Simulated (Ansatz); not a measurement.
Cost and result up the ladder for Hg₅H₁₈Se₅ (28 atoms). Charge 0, multiplicity 1. Geometry: r2SCAN-D4/def2-SVP.

```xyz
28

Se   -2.395    1.658   -2.524
Hg   -2.901   -1.883   -2.541
Se   -0.101   -0.681   -0.876
Hg   -0.134   -4.080   -1.551
Se    1.226   -3.128    1.589
Hg   -2.654    5.165   -1.705
Se   -0.062    3.474   -0.114
Hg    1.935    0.794   -0.762
Se    2.262    0.347    2.603
Hg    3.064   -2.340    4.642
H    -1.229    1.667   -3.419
H    -3.177    2.454   -3.493
H    -3.980   -1.598   -1.318
H    -1.856   -2.196   -3.797
H    -0.635   -0.243    0.425
H    -1.681   -4.224   -0.964
H     1.401   -3.990   -2.172
H     1.853   -4.255    2.309
H     2.388   -3.003    0.697
H    -3.664    4.796   -0.444
H    -1.687    5.585   -2.985
H    -1.114    2.777    0.640
H     0.500    4.053    1.121
H     3.319    1.661   -0.857
H     0.874    0.175    3.055
H     2.300    1.733    3.106
H     4.512   -2.581    3.874
H     1.637   -2.136    5.460
```

Ansatz on 2 threads of AMD EPYC 7R13 on a shared host and a share (18 GiB) of an NVIDIA H100 80GB HBM3. Times are rough, and most runs start from the orbitals of an earlier one. ωB97X-V/def2-TZVP serves as the yardstick here, not as an exact answer. Differences are given only for rows in sets of like size (and for xTB, whose basis is part of the method), since another set adds its own error. Binding counts from free atoms at the same level (Se triplet, Hg singlet, H doublet; other spins of the atoms weren't run), without zero-point energy or a counterpoise term.

In the def2 sets Hg takes a core potential; there is no spin–orbit coupling. Correlated methods freeze 45 core orbitals; core or outer-core shells of Se, Hg are correlated, in sets that lack core-valence functions. Single mean-field runs in def2-SVP, def2-TZVP are fitted with def2-universal-jkfit. In the singlet geometry the species has come apart into loosely held pieces.

Correlated methods converge slowly with the basis.

| level | functions | wall time |
| --- | --- | --- |
| PBE-D4/def2-TZVP | 563 | 4.6 s |
| PBE-D4/def2-SVP | 410 | 6.5 s |
| PBE0-D4/def2-SVP | 410 | 7 s |
| r2SCAN-D4/def2-TZVP (with forces) | 563 | 8 s |
| PBE0-D4/def2-TZVP (with forces) | 563 | 8.5 s |
| MP2/def2-TZVP | 563 | 11 s |
| B97M-V/def2-TZVP | 563 | 12 s |
| ωB97X-V/def2-TZVP | 563 | 14 s |

(1) Estimate what each level gives for the binding energy per atom (eV).

## Answers

(1) 
```json
{"level": "PBE-D4/def2-TZVP", "binding energy per atom (eV)": "1.84", "difference from ωB97X-V/def2-TZVP (eV)": "-0.04"}
{"level": "PBE-D4/def2-SVP", "binding energy per atom (eV)": "1.82", "difference from ωB97X-V/def2-TZVP (eV)": "–"}
{"level": "PBE0-D4/def2-SVP", "binding energy per atom (eV)": "1.79", "difference from ωB97X-V/def2-TZVP (eV)": "–"}
{"level": "r2SCAN-D4/def2-TZVP (with forces)", "binding energy per atom (eV)": "1.87", "difference from ωB97X-V/def2-TZVP (eV)": "-0.01"}
{"level": "PBE0-D4/def2-TZVP (with forces)", "binding energy per atom (eV)": "1.83", "difference from ωB97X-V/def2-TZVP (eV)": "-0.06"}
{"level": "MP2/def2-TZVP", "binding energy per atom (eV)": "1.68", "difference from ωB97X-V/def2-TZVP (eV)": "-0.20"}
{"level": "B97M-V/def2-TZVP", "binding energy per atom (eV)": "1.86", "difference from ωB97X-V/def2-TZVP (eV)": "-0.03"}
{"level": "ωB97X-V/def2-TZVP", "binding energy per atom (eV)": "1.89", "difference from ωB97X-V/def2-TZVP (eV)": "0.00"}
```
